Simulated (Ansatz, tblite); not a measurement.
Spin states of the cluster Ru₃H₆ (the lowest singlet isomer of a short search), each relaxed with PBE0-D4/def2-SVP in Ansatz. Electronic energies in the gas phase.

In the def2 sets Ru takes a core potential; there is no spin–orbit coupling. The xTB rows come from tblite. Correlated methods freeze no core orbitals; core or outer-core shells of Ru are correlated, in sets that lack core-valence functions. The structure comes from a short search, and lower isomers may exist.

Singlet geometry (C3h within 0.1 Å):

```
atom   x (Å)   y (Å)   z (Å)
 Ru1  -0.507   1.264  -0.123
 Ru2   0.335  -0.715  -1.118
 Ru3   0.171  -0.551   1.241
  H4   0.929   0.749   1.721
  H5  -1.559   0.749  -1.184
  H6  -0.488  -1.952  -0.580
  H7  -1.309  -0.155   1.627
  H8   0.679   1.655  -1.091
  H9   1.749  -1.044  -0.494
```

Quintet geometry:

```xyz
9

Ru   -0.1297    0.1278    1.4456
Ru    0.5359   -1.1064   -0.5302
Ru   -0.8372    0.7328   -0.8772
H    -1.2142    1.5055    0.5641
H     1.1524    1.0110    1.5139
H    -0.0232   -0.7048   -2.0816
H     0.3531    1.7238   -0.9792
H     0.8771   -1.2581    1.3938
H    -0.7142   -2.0315   -0.4490
```

⟨S²⟩: quintet 6.13 at PBE0-D4/def2-TZVP (pure 6.00).

Run but left out: HF/STO-3G (singlet: restricted singlet, unstable in another Hartree–Fock run and untested here); B2PLYP/def2-TZVP (singlet: restricted singlet, unstable towards broken spin symmetry).

The triplet was relaxed too but is left out (at the level of its geometry, ⟨S²⟩ 2.39, where a pure state has 2.00); at PBE0-D4/def2-TZVP it lies 0.38 eV above the lowest shown. Higher spins weren't run and may lie lower. The quintet has other bonds than the singlet, so the gap mixes isomer and spin.

```csv
level,quintet − singlet (kJ/mol),lowest of these,remarks
r2SCAN-D4/def2-TZVP,2.3,singlet,–
r2SCANh-D4/def2-TZVP,-9.6,quintet,spin-contaminated (⟨S²⟩ 6.14) (quintet)
PBE0-D4/def2-TZVP,-8.5,quintet,spin-contaminated (⟨S²⟩ 6.13) (quintet)
ωB97X-V/def2-TZVP,3.2,singlet,spin-contaminated (⟨S²⟩ 6.15) (quintet)
```

Question: Estimate the rows for GFN1-xTB, GFN2-xTB, PBE-D4/def2-TZVP, RPA@PBE/def2-TZVP.

Answer: 
```json
{"level": "GFN1-xTB", "quintet − singlet (kJ/mol)": "56.1", "lowest of these": "singlet", "remarks": "–"}
{"level": "GFN2-xTB", "quintet − singlet (kJ/mol)": "60.0", "lowest of these": "singlet", "remarks": "–"}
{"level": "PBE-D4/def2-TZVP", "quintet − singlet (kJ/mol)": "20.0", "lowest of these": "singlet", "remarks": "–"}
{"level": "RPA@PBE/def2-TZVP", "quintet − singlet (kJ/mol)": "18.3", "lowest of these": "singlet", "remarks": "test for broken spin undecided (singlet)"}
```

The xTB methods have no term that favours high spin, so they put low spin too low.
